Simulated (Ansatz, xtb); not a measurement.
# Relaxing a trial structure of C4H7AlO2

The starting geometry of this gas-phase singlet was built from a drawn formula by distance geometry and a force field; its bonds are those of `[CH3][Al]([CH]=O)[CH2]C=O`.

```xyz
14

C     1.8748    1.2538   -1.1091
C     1.8942   -1.7884   -2.6693
C    -0.8987   -0.7932   -0.9801
C    -0.9445   -2.0501   -0.1285
Al    0.9655   -0.4074   -1.6332
O     1.3653   -2.8348   -2.9499
O    -0.4249   -2.0160    0.9946
H     2.8111    1.0455   -0.5495
H     2.1505    1.8315   -2.0361
H     1.1648    1.8894   -0.4813
H     2.9480   -1.6456   -3.0169
H    -1.2208    0.0543   -0.3730
H    -1.5904   -0.8967   -1.8652
H    -1.4299   -2.9158   -0.4795
```

**Question.** Where would you expect an optimisation with r2SCAN-D4/def2-SVP to take it?

**Answer.** New bonds form, giving a structure given below by its coordinates. Contacts that close: C4–Al5 (2.93 → 2.24 Å), Al5–O7 (3.38 → 1.87 Å).

The energy falls by 1.22 eV over 32 steps:

```csv
step,E − E(last) (eV)
1,1.217
4,0.878
8,0.592
11,0.079
15,0.017
18,0.002
22,0.001
25,0.000
29,0.000
32,0.000
```

Final geometry (Å):

```xyz
14

C     1.8010    1.2446   -0.8610
C     1.6697   -2.0006   -2.4337
C    -1.1033   -0.7948   -1.2878
C    -0.6280   -1.8248   -0.4627
Al    1.0382   -0.5203   -1.1859
O     0.9771   -3.0034   -2.4166
O     0.4399   -1.5798    0.2384
H     2.8380    1.1735   -0.4890
H     1.8376    1.8537   -1.7810
H     1.2312    1.8179   -0.1102
H     2.5707   -1.9991   -3.1201
H    -1.1354    0.2080   -0.8316
H    -1.8651   -0.9882   -2.0465
H    -1.0066   -2.8603   -0.4895
```

From the same start GFN2-xTB ends elsewhere, differing in C3–Al5 (3.87 against 2.16 Å here), C4–Al5 (3.00 against 2.24 Å here).

No frequencies were run, so the end isn't proven a minimum. Run with Ansatz 0.2.0, 89 s on 2 threads of Intel(R) Xeon(R) 6975P-C (Granite Rapids) (shared host).
